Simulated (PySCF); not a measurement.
PySCF input file for H3O3Si, SMILES O[Si](O)O (connectivity only; charge and spin as stated), charge +1, multiplicity 1, r2SCAN-D4/def2-SVP. Geometry: r2SCAN-D4/def2-SVP. The spin state was assumed, not searched. The isomer is the one that the SMILES or the coordinates give; other isomers of the formula were not compared. Other conformers were not sampled.

```python
import numpy as np
from pyscf import gto, scf, dft, df
from pyscf.hessian import thermo

mol = gto.M(
    atom='''
    O    -1.47294435   -0.53227576    0.00000000
    Si    0.01014814    0.00730344    0.00000000
    O     1.19850920   -1.03798386   -0.00000000
    O     0.09807008    1.58267799    0.00000000
    H    -1.75002574   -1.46221179   -0.00000000
    H     2.16117591   -0.92269521    0.00000001
    H     0.85769650    2.18331187   -0.00000001
    ''',
    basis='def2-SVP',
    charge=1,
    spin=0,
    max_memory=1600,
    verbose=3,
)
mf = dft.RKS(mol, xc='r2scan').density_fit(auxbasis='def2-universal-jkfit')
mf.disp = 'd4'
mf.grids.level = 4
mf.conv_tol = 1e-11
mf.max_cycle = 100
mf.kernel()

# [left out here: the lines that compute and print the analytic Hessian (its translational invariance restored by hand, since the grid's response is missing), thermochemistry and intensities]
```

It prints:

```
converged SCF energy = -516.400116624269

WARN: MGGA Hessian is sensitive to dft grids. grids.level 4 may not be dense enough.


WARN: DFTD4 does not support analytical Hessian, using finite difference.


WARN: Mole.unit (angstrom) is changed to Bohr

Mode                                 0                   1                   2
Irrep
Freq [cm^-1]                      296.3647            314.0654            314.3836
Reduced mass [au]                   3.3793              1.1679              4.6612
Force const [Dyne/A]                0.1749              0.0679              0.2714
Char temp [K]                     426.4028            451.8702            452.3280
Normal mode                   x     y     z       x     y     z       x     y     z
       0   O                 0.08 -0.06  0.00   -0.00 -0.00 -0.02    0.00  0.13 -0.00
       1  Si                 0.04  0.06 -0.00   -0.00  0.00 -0.03    0.06 -0.04 -0.00
       2   O                -0.10 -0.10  0.00   -0.00  0.00 -0.02    0.05 -0.06 -0.00
       3   O                -0.05  0.07 -0.00    0.00  0.00  0.08   -0.14 -0.03  0.00
       4   H                 0.28 -0.12 -0.00    0.00 -0.00  0.37   -0.19  0.19  0.00
       5   H                -0.08 -0.32 -0.00   -0.00  0.00  0.43    0.05 -0.10  0.00
       6   H                -0.14  0.17  0.00    0.00 -0.00 -0.73   -0.26  0.12 -0.00
Mode                                 3                   4                   5
Irrep
Freq [cm^-1]                      333.7223            405.6838            447.4012
Reduced mass [au]                  11.3477              1.1669              1.0446
Force const [Dyne/A]                0.7446              0.1132              0.1232
Char temp [K]                     480.1521            583.6887            643.7107
Normal mode                   x     y     z       x     y     z       x     y     z
       0   O                 0.00 -0.00 -0.08   -0.00  0.00 -0.07   -0.00  0.00  0.04
       1  Si                 0.00  0.00  0.14   -0.00 -0.00  0.03    0.00  0.00  0.02
       2   O                -0.00  0.00 -0.10   -0.00 -0.00  0.05   -0.00 -0.00  0.01
       3   O                -0.00  0.00 -0.08    0.00 -0.00  0.02    0.00 -0.00  0.01
       4   H                 0.00 -0.00  0.02   -0.00  0.00  0.32   -0.00  0.00 -0.81
       5   H                -0.00 -0.00  0.17    0.00  0.00 -0.81    0.00  0.00 -0.15
       6   H                 0.00 -0.00 -0.12   -0.00  0.00 -0.29   -0.00  0.00 -0.52
Mode                                 6                   7                   8
Irrep
Freq [cm^-1]                      537.9081            615.0833            670.0539
Reduced mass [au]                   1.1680              1.4706              1.3592
Force const [Dyne/A]                0.1991              0.3278              0.3595
Char temp [K]                     773.9300            884.9680            964.0584
Normal mode                   x     y     z       x     y     z       x     y     z
       0   O                -0.01  0.00  0.00   -0.05  0.02 -0.00    0.10 -0.05 -0.00
       1  Si                -0.01  0.01  0.00   -0.00 -0.01 -0.00   -0.01  0.01  0.00
       2   O                -0.01 -0.04 -0.00    0.00  0.10  0.00   -0.04  0.04 -0.00
       3   O                 0.06 -0.05 -0.00    0.04 -0.08 -0.00    0.03 -0.02 -0.00
       4   H                 0.10 -0.03  0.00    0.23 -0.07  0.00   -0.77  0.23  0.00
       5   H                -0.07  0.54  0.00    0.08 -0.66 -0.00   -0.03 -0.15  0.00
       6   H                -0.45  0.58  0.00   -0.27  0.30  0.00   -0.13  0.18  0.00
Mode                                 9                  10                  11
Irrep
Freq [cm^-1]                      880.0373           1175.9963           1188.6366
Reduced mass [au]                   4.2864              9.7233              7.9678
Force const [Dyne/A]                1.9559              7.9227              6.6327
Char temp [K]                    1266.1778           1691.9968           1710.1834
Normal mode                   x     y     z       x     y     z       x     y     z
       0   O                -0.12 -0.06 -0.00    0.07  0.03  0.00    0.10  0.05 -0.00
       1  Si                -0.00  0.00  0.00   -0.11  0.07 -0.00   -0.07 -0.11  0.00
       2   O                 0.11 -0.07  0.00    0.11 -0.08  0.00   -0.00  0.01  0.00
       3   O                 0.03  0.13 -0.00   -0.00 -0.07  0.00    0.02  0.12 -0.00
       4   H                -0.24 -0.03  0.00    0.09  0.03 -0.00    0.20  0.03 -0.00
       5   H                 0.13 -0.21 -0.00    0.13 -0.17 -0.00    0.00 -0.03 -0.00
       6   H                -0.05  0.24  0.00   -0.01 -0.07 -0.00   -0.04  0.20  0.00
Mode                                12                  13                  14
Irrep
Freq [cm^-1]                     3822.5378           3830.7941           3853.4173
Reduced mass [au]                   1.0692              1.0704              1.0712
Force const [Dyne/A]                9.2051              9.2545              9.3715
Char temp [K]                    5499.7808           5511.6597           5544.2096
Normal mode                   x     y     z       x     y     z       x     y     z
       0   O                -0.02 -0.05  0.00    0.01  0.02 -0.00    0.00  0.01  0.00
       1  Si                 0.00 -0.00 -0.00    0.00 -0.00 -0.00   -0.00  0.00  0.00
       2   O                -0.02 -0.00 -0.00   -0.05 -0.00 -0.00   -0.02 -0.00 -0.00
       3   O                -0.00 -0.00  0.00    0.02  0.01 -0.00   -0.04 -0.04  0.00
       4   H                 0.27  0.85 -0.00   -0.10 -0.31  0.00   -0.05 -0.16 -0.00
       5   H                 0.36  0.04  0.00    0.84  0.09  0.00    0.31  0.03  0.00
       6   H                 0.04  0.03 -0.00   -0.27 -0.22  0.00    0.70  0.57 -0.00
temperature 298.1500 [K]
pressure 101325.00 [Pa]
Rotational constants [GHz] 7.76417 7.12408 3.71518
Symmetry number 1
Zero-point energy (ZPE) 0.04257 [Eh]   111767.613 [J/mol]
                           tot       elec      trans        rot        vib
Entropy [J/mol/K]       303.610      0.000    163.257    104.023     36.330
Cv [J/mol/K]             81.098      0.000     12.472     12.472     56.155
Cp [J/mol/K]             89.413      0.000     20.786     12.472     56.155
Internal energy [J/mol]                      3718.434   3718.434 118983.770
Internal energy [Eh]   -516.35197  -516.40012
Enthalpy [J/mol]                             6197.391   3718.434 118983.770
Enthalpy [Eh]          -516.35102
Gibbs free energy [J/mol]                  -42477.667 -27296.067 108152.087
Gibbs free energy [Eh] -516.38550
static polarisability / bohr^3: [[27.294  0.64   0.   ]
 [ 0.641 27.382 -0.   ]
 [ 0.     0.    16.13 ]]
largest difference of analytic and finite-field dipole derivatives / e: 0.0006516054825573825
mode   freq/cm-1   IR/(km/mol)   Raman/(A^4/amu)   depolarisation
   1      296.36        41.578             3.098            0.722
   2      314.07         1.277             0.411            0.750
   3      314.38         0.451             1.698            0.642
   4      333.72       138.308             0.133            0.750
   5      405.68        69.039             0.798            0.750
   6      447.40       329.520             0.214            0.750
   7      537.91       384.168             1.079            0.622
   8      615.08        42.751             2.933            0.071
   9      670.05       201.178             4.532            0.056
  10      880.04        10.458            14.466            0.062
  11     1176.00       154.521             2.463            0.635
  12     1188.64       169.260             2.801            0.708
  13     3822.54       556.867            36.688            0.536
  14     3830.79       275.962            53.740            0.271
  15     3853.42       382.355           103.090            0.177
max |gradient| / (hartree/bohr): 0.00017452441843114933
APT charges: [-0.7703  2.0414 -0.829  -0.805   0.4517  0.4554  0.4602]
```

The calculation finished and met its thresholds.

Cost: about 5 core-minutes (a rough figure).
